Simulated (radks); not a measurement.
Br II, 34 electrons, occupied as [Ar] 3d10 4s2 4p4. All-electron calculation, scalar-relativistic Kohn-Sham, BLYP, spin-polarised, spherical densities, finite nucleus; open shells are filled with parallel spins first; Fermi nuclear charge, rms radius 4.1629 fm. Program: a radial shooting solver on a logarithmic mesh with Libxc functionals. Some entries of the table are withheld. Estimate them.

| orbital | occ. | eigenvalue (eV) | <1/r> (bohr^-1) |
|---|---|---|---|
| 1s up | 1 | -13332.27 | 35.66 |
| 1s down | 1 | -13332.13 | 35.66 |
| 2s up | 1 | -1744.517 | 7.897 |
| 2s down | 1 | -1744.441 | 7.897 |
| 2p up | 3 | -1540.302 | 7.730 |
| 2p down | 3 | -1540.173 | 7.730 |
| 3s up | 1 | -248.8746 | 2.593 |
| 3s down | 1 | -248.6995 | 2.593 |
| 3p up | 3 | -184.4214 | 2.441 |
| 3p down | 3 | -184.2261 | 2.441 |
| 3d up | 5 | -77.7777 | 2.152 |
| 3d down | 5 | -77.5315 | 2.155 |
| 4s up | 1 | -30.9559 | 0.8146 |
| 4s down | 1 | -29.3209 | 0.8165 |
| 4p up | 3 | (1) | 0.6729 |
| 4p down | 1 | (2) | 0.6647 |

Answer. 
(1) 4p up eigenvalue (eV): -17.9712
(2) 4p down eigenvalue (eV): -16.4026
